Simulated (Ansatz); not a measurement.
The same path of H$_{6}$O$_{2}$Si$_{2}$ (10 atoms, charge 0, multiplicity 1) was run twice with different band settings. The coordinate that changes most is the dihedral H8–Si3–O4–H10.

Theory: RKS PBE0-D4/STO-3G in Ansatz.

Relaxed end points:

```xyz
10
Properties=species:S:1:pos:R:3
O -1.103 1.890 1.080
Si 0.097 0.660 0.929
Si -0.127 -0.645 -0.919
O 1.062 -1.887 -1.060
H -0.921 2.497 0.285
H -0.052 -0.133 2.129
H 1.427 1.242 0.957
H -1.463 -1.215 -0.955
H 0.036 0.144 -2.119
H 0.869 -2.491 -0.265
```

```xyz
10
Properties=species:S:1:pos:R:3
O -1.010 2.061 0.953
Si 0.057 0.709 1.024
Si -0.185 -0.737 -0.701
O 1.177 -1.797 -0.673
H -0.706 2.561 0.121
H -0.260 0.065 2.277
H 1.438 1.152 1.084
H -1.424 -1.489 -0.607
H -0.255 -0.032 -1.970
H 0.991 -2.432 -1.446
```

Common settings: spring 5.0 eV/Å²; optimiser quadratic models (default); start path IDPP; force threshold 0.05 eV/Å; iteration limit 60; end points relaxed.

| run | movable images | climbing image |
| --- | --- | --- |
| 1 | 7 | yes |
| 2 | 8 | no |

(1) What does each run give, and how far can it be trusted?

Answers

(1) Run 1: converged after 5 iterations, highest image 0.058 eV above the first end. A vibrational analysis at the climbing image gives one clearly imaginary mode, 267i cm⁻¹: a first-order saddle point.
Run 2: converged after 5 iterations, highest image 0.057 eV above the first end. No image climbed, so the highest image needn't sit at the top of the path.
Limits of this set-up: minimal basis.
